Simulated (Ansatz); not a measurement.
Harmonic frequencies (cm⁻¹) at PBE0-D4/def2-TZVP from Ansatz: 58, 173, 233, 238, 265, 368, 517, 728, 883, 924, 972, 1017, 1092, 1180, 1235, 1338, 1386, 1406, 1474, 1482, 1490, 1496, 1887, 3013, 3016, 3044, 3072, 3082, 3097, 3108.

(1) Which molecule is it?
A. `CC(C)(C)[O][Ge][F]`
B. `C[CH](C)[GeH]`
C. `C=C[CH2][GeH3]`
D. `C[S][Ge][Cl]`

## Answers

(1) B.
